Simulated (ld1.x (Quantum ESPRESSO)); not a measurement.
## What the settings do to the TM semilocal potential of dysprosium

Base potential:

* Element: dysprosium
* Generator: ld1.x (Quantum ESPRESSO) 7.5
* Type: norm-conserving Troullier–Martins (semilocal form)
* Functional: LDA (PZ)
* Relativity: scalar-relativistic
* Frozen core: [Kr] 4d10
* Valence charge: 20
* Reference configuration: 4f10 5s2 5p6 5d0 6s2 6p0
* Partial waves: 5s (bound): rc 1.65 bohr; 5p (bound): rc 1.75 bohr; 5d (bound, empty): rc 0.75 bohr; 4f (bound): rc 1.45 bohr
* Local potential: the f channel
* Core correction: Bessel-smoothed model core inside 0.65 bohr

Occupied shells without a wave of their own: 6s. They enter only through the test configuration that unscreens the potential, and ld1.x also counts them in the model core charge.

All-electron outer shells of the reference configuration (LDA (PZ), scalar-relativistic, ld1.x):

```tsv
shell	level (eV)	outermost node (bohr)	outermost maximum (bohr)
4p	-290.99	0.28	0.51
4d	-152.87	0.26	0.53
5s	-49.06	0.63	1.16
5p	-25.47	0.67	1.33
6s	-3.90	1.57	3.40
4f	-3.32	–	0.54
5d	-1.34	0.76	2.14
6p	-1.21	1.92	4.76
```

Cutoffs, loose and tight: the cutoffs (Ry, on a coarse ladder) from which the occupation-weighted sum of valence levels, in a spherical-Bessel basis at the reference potential, stays within 10 and 1 mRy of its value at 400 Ry. They do not see the model core or the augmentation charge, which bear on the density cutoff. Test errors are all-electron minus pseudo excitation energies from the reference, over the configurations 4f10 5s2 5p6 5d0 6s1 6p0; 4f10 5s2 5p6 5d0 6s0 6p0; 4f9 5s2 5p6 5d0 6s0 6p0; 4f11 5s2 5p6 5d0 6s0 6p0; 4f10 5s1 5p6 5d0 6s2 6p0; 4f10 5s2 5p6 5d1 6s0 6p0; 4f10 5s2 5p6 5d0 6s1 6p1 (two spin-polarised tests are not counted in the largest error). A dash means not determined; rows that change the core or the reference have their own tests. The largest error is taken over the tests solved by every variant that gives reliable tests at all: 4f10 5s1 5p6 5d0 6s2 6p0; 4f10 5s2 5p6 5d0 6s0 6p0; 4f10 5s2 5p6 5d0 6s1 6p0; 4f9 5s2 5p6 5d0 6s0 6p0.

With those shells counted twice in exchange and correlation these files are broken, and their errors move erratically; no question is asked of them.

Cutoffs are not given where the Bessel-basis levels miss the radial ones by over 6 mRy, ghosts where they miss by over 20 mRy; a channel whose overlap is not positive is not tested.

For the base: The 5d radius (0.75 bohr) lies inside the outermost node of the all-electron wave (0.76 bohr), which a nodeless pseudo-wave cannot match soundly.

In the semilocal form every listed channel keeps its own potential, so the choice of the local channel does not act on these tests. It acts once the file is put into the separable form.

A semilocal file is local in each channel, so a ghost entry of none says nothing of the separable form that plane-wave codes build from it.

```csv
change,outcome,bound ghosts,largest test error (meV)
base,"generated, misses its reference levels by 0.19 eV",not determined,-2036
wave 5p (bound): rc 1.75 bohr becomes 5p (bound): rc 1.74 bohr,"generated, misses its reference levels by 0.19 eV",not determined,-2036
core correction Bessel-smoothed model core inside 0.54 bohr,"generated, misses its reference levels by 0.19 eV",not determined,-2035
wave 4f (bound): rc 1.45 bohr becomes 4f (bound): rc 1.44 bohr,"generated, misses its reference levels by 0.19 eV",not determined,-2036
reference 4f10 5s2 5p6 5d0 6s1.5 6p0.5,failed: run_pseudo: Errors in PS-KS equation,–,–
wave 5s (bound): rc 1.65 bohr becomes 5s (bound): rc 1.48 bohr,generated,not determined,-1300
local potential the s channel,"generated, misses its reference levels by 0.19 eV",not determined,-2035
"all radii but the core radius scaled by about 1.16 (s 1.92, p 2.04, d 0.88, f 1.68 bohr)","generated, misses its reference levels by 0.57 eV",not determined,-4247
wave 5d (bound): rc 0.75 bohr becomes 5d (bound): rc 0.48 bohr,"generated, misses its reference levels by 0.19 eV",not determined,-2036
core correction none,"generated, misses its reference levels by 0.19 eV",not determined,-1159
wave 5d (bound): rc 0.75 bohr becomes 5d (bound): rc 0.70 bohr,"generated, misses its reference levels by 0.19 eV",not determined,-2036
core correction Bessel-smoothed model core inside 0.32 bohr,"generated, misses its reference levels by 0.19 eV",not determined,-2035
```
